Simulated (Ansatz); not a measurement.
```yaml
crystal:
  periodic: [false, false, false]
  atoms:
    - {symbol: Cl, position_ang: [-1.002715, -1.572481, 1.963815]}
    - {symbol: B, position_ang: [0.425080, -0.751844, 1.181612]}
    - {symbol: Cl, position_ang: [2.008102, -1.027660, 2.006463]}
    - {symbol: O, position_ang: [0.147285, 0.726406, 1.159785]}
    - {symbol: C, position_ang: [-0.314761, 1.302857, 0.123363]}
    - {symbol: C, position_ang: [-0.457205, 0.680349, -1.102631]}
    - {symbol: C, position_ang: [0.048559, -0.601560, -1.211023]}
    - {symbol: O, position_ang: [0.526159, -1.258576, -0.231126]}
    - {symbol: H, position_ang: [-0.566145, 2.353700, 0.260592]}
    - {symbol: H, position_ang: [-0.845306, 1.207070, -1.959996]}
    - {symbol: H, position_ang: [0.096247, -1.115261, -2.170255]}
basis:
  gaussian: {orbitals: "6-31G*", fitting: {mean_field: cc-pVTZ-jkfit}, point_charges: [{charge: 1.00, position_ang: [4.797, 0.487, -0.987]}]}
magnetization: {spin_polarized: true, initial_magnetization: 2}
hamiltonian: {xc: {name: wB97M-V}, dispersion: d4}
output: {forces: true}
```

```sh
$ ansatz run in.yaml --threads 4 --pin off --events-out ev --progress --plain --max-ram 11315MiB
```

(1) How does Ansatz answer? (An estimate is asked.)

Results:

(1) Computed: The program refused the input.
```
Error: invalid value for `hamiltonian.dispersion`: no damping is tabulated for this functional; type it, or the functional that lends it
```
